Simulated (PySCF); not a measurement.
Isomers of C4H8Si. All species are isolated molecules in the gas phase. One relaxed conformer stands for each flexible species; it need not be the lowest. Strings in code marks are SMILES.

The vertical ionisation energy (Delta-SCF) from two functionals at the same geometries (B3LYP-D3(BJ)/def2-TZVP), both in PySCF: PBE-D3(BJ)/def2-TZVP and B3LYP-D3(BJ)/def2-TZVP. B3LYP has the VWN-RPA correlation part, as in Gaussian. Delta-SCF ions had no search for a lower state. 

| species | B3LYP-D3(BJ)/def2-TZVP (eV) |
|---|---|
| `[SiH3]C1=CCC1` | 9.29 |
| `CC1=C[Si@@H]1C` | 9.03 |
| `C=CC(C)=[SiH2]` (C–C–C–Si torsion 180°) | 7.56 |
| `C[C@@H]1CC1=[SiH2]` | 8.03 |
| `CCC=C=[SiH2]` | 7.99 |
| `C([SiH]1C=C1)C` (C–C–Si–C torsion 25°) | 9.35 |
| `[Si](=C=C)(C)C` | 7.45 |
| `C=C=CC[SiH3]` | 8.99 |
| `C[SiH2]CC#C` | 9.48 |
| `C1CC12C[SiH2]2` | 8.74 |

Question: What does PBE-D3(BJ)/def2-TZVP give for each?

Answer: 
- `[SiH3]C1=CCC1`: 9.17
- `CC1=C[Si@@H]1C`: 8.87
- `C=CC(C)=[SiH2]` (C–C–C–Si torsion 180°): 7.59
- `C[C@@H]1CC1=[SiH2]`: 8.05
- `CCC=C=[SiH2]`: 7.99
- `C([SiH]1C=C1)C` (C–C–Si–C torsion 25°): 9.16
- `[Si](=C=C)(C)C`: 7.44
- `C=C=CC[SiH3]`: 8.84
- `C[SiH2]CC#C`: 9.30
- `C1CC12C[SiH2]2`: 8.60
Over these rows, drawn at random from the members with no instability flagged (it was tested for open shells, ions and some series alone), PBE minus B3LYP-D3(BJ): mean -0.09 eV, from -0.19 eV to +0.03 eV.
